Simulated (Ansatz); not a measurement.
A search over several starts for the lowest SCF solution of Si₃S₄⁻ at the given spin, in a small basis.

```yaml
crystal:
  periodic: [false, false, false]
  atoms:
    - {symbol: Si, position_ang: [-0.553042, -1.162977, 0.244291]}
    - {symbol: Si, position_ang: [2.639634, 0.116785, -0.795992]}
    - {symbol: Si, position_ang: [-0.687973, 1.108070, 0.129993]}
    - {symbol: S, position_ang: [-2.207690, 2.373021, 0.494779]}
    - {symbol: S, position_ang: [-1.913370, -2.555319, 0.747880]}
    - {symbol: S, position_ang: [1.466103, -1.688592, -0.319241]}
    - {symbol: S, position_ang: [1.256349, 1.809012, -0.501709]}
basis:
  gaussian: {orbitals: def2-SVP, initial_orbitals: start.molden}
total_charge: -1
magnetization: {spin_polarized: true, initial_magnetization: 1}
hamiltonian: {xc: pbe, dispersion: d4}
output: {orbitals: {seedname: orbitals}}
```

The file start.molden holds the orbitals of an earlier run on this structure, at another level or in another basis.

```sh
$ ansatz run in.yaml --threads 4 --pin off --events-out ev --progress --plain --max-ram 4787MiB
```

It prints (some lines left out):

```
Functional definition: PBE
1408 factors; their error is unknown
mean field evaluation 1: about -66862.7084 eV, gradient 1.8e2 eV
mean field evaluation 2: about -66889.8564 eV, gradient 3.7e1 eV
mean field evaluation 4: about -66924.7905 eV, gradient 1.2e1 eV
mean field evaluation 8: about -66929.2985 eV, gradient 6.5e-2 eV
mean field evaluation 16: about -66927.9561 eV, gradient 1.3e1 eV
mean field evaluation 32: about -66929.2985 eV, gradient 3.5e-5 eV
mean field -66929.29853513 eV, -2459.6063548582 hartree, gradient 2.3e-5 eV, S^2 0.754890; 5 other end points of the search recorded, 0 dependent functions left out
reference -66929.29856908 eV, -2459.6063561057 hartree; 54, 53 occupied and 72, 73 virtual orbitals, 1408 factors
Total energy: -66929.89117879 eV, -2459.6281341109 hartree
```

Hardware: 4 threads of Intel Xeon 6975P-C on a shared host. Wall time 3.3 s.

Another isomer (doublet) lies 0.64 eV lower at PBE0-D4/def2-TZVPD; other spin states weren't run for this one.
